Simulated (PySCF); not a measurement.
C6H6NOP.
SMILES with atom numbers: `[CH3:1][C:2](=[O:3])[c:4]1[cH:5][p:6][cH:7][cH:8][n:9]1` (hydrogens: H10, H11, H12 on C1; H13 on C5; H14 on C7; H15 on C8)

Geometry (GFN2-xTB, Å), atoms numbered from 1 in this order:
```xyz
15
C6H6NOP angstrom
C     -2.0988    1.1888   -0.4225
C     -1.6094   -0.2282   -0.4288
O     -2.3067   -1.1793   -0.6937
C     -0.1584   -0.3979   -0.0766
C      0.3606   -1.6834   -0.0619
P      2.0076   -2.0696    0.3188
C      2.5799   -0.4558    0.6077
C      1.7876    0.6737    0.5101
N      0.5096    0.7194    0.1931
H     -1.9393    1.6177    0.5636
H     -1.5120    1.7723   -1.1276
H     -3.1524    1.2243   -0.6855
H     -0.3205   -2.4892   -0.3069
H      3.6197   -0.3312    0.8797
H      2.2281    1.6462    0.7087
```

The calculation used TDDFT CAM-B3LYP/def2-SVPD, vertical, gas phase, core orbitals frozen in the response (PySCF).

Each state is given a Gaussian of 0.25 eV full width at half maximum, with ε(max) = 2.175×10⁸ f / Δν̃ (Δν̃ the width in cm⁻¹). The width is an assumption, not a result. The curve ends short of the highest state used, and states not computed would add to its high-energy end.

```csv
E (eV),ε (L mol⁻¹ cm⁻¹)
3.19,0
3.23,0
3.27,1
3.31,3
3.35,7
3.38,11
3.42,20
3.46,31
3.50,43
3.54,50
3.58,51
3.62,46
3.66,35
3.69,26
3.73,16
3.77,8
3.81,4
3.85,2
3.89,4
3.93,11
3.97,30
4.00,59
4.04,131
4.08,252
4.12,420
4.16,608
4.20,763
4.24,831
4.27,807
4.31,686
4.35,507
4.39,329
4.43,199
4.47,147
4.51,197
4.55,386
4.58,645
4.62,1162
4.66,1832
4.70,2513
4.74,2994
4.78,3098
4.82,2783
4.86,2172
4.89,1646
4.93,1016
4.97,579
5.01,385
5.05,452
5.09,817
5.13,1534
5.16,2316
5.20,3608
5.24,4947
5.28,5950
5.32,6267
```

(1) Where are the band maxima, and which computed states make them?

(2) Coming from long wavelengths, where does ε first pass 100 L mol⁻¹ cm⁻¹?

(3) Does any computed singlet lie in the visible range?

(4) On this curve, what absorbance would a 10⁻⁵ mol/L sample give at 254 nm over a 1 cm path?

## Answers

(1) 348 nm (3.57 eV), ε about 52, made up of S1 (100%); 292 nm (4.24 eV), ε about 830, made up of S2 (100%); 260 nm (4.77 eV), ε about 3100, made up of S4 (99%); 233 nm (5.32 eV), ε about 6300, made up of S6 (90%) (ε in L mol⁻¹ cm⁻¹; maxima over ε = 5, shares over 10%). The states used: S1 3.57 eV (f 0.0005); S2 4.24 eV (f 0.0077); S3 4.70 eV (f 0.0004); S4 4.77 eV (f 0.029); S5 5.24 eV (f 0.0073); S6 5.32 eV (f 0.052); S7 5.58 eV (f 0.0013); S8 5.92 eV (f 0.0014).

(2) At about 308 nm (4.03 eV), 0.46 eV above S1.

(3) No computed singlet lies in the visible range (380 to 750 nm); the lowest, at 348 nm, stands 0.30 eV above its violet end (3.26 eV); a Tamm–Dancoff triplet lies at 402 nm, without intensity as long as spin–orbit coupling is left out.

(4) 254 nm is 4.881 eV, where ε is about 1800 L mol⁻¹ cm⁻¹, so A = ε c l ≈ 0.018 (Beer–Lambert, with the gas-phase spectrum and the assumed width).

On Arm Neoverse V1, one thread, no GPU, on a shared host, this took 57 s of wall time and 1.1 GiB of memory at its peak.

One conformer stands for the species.
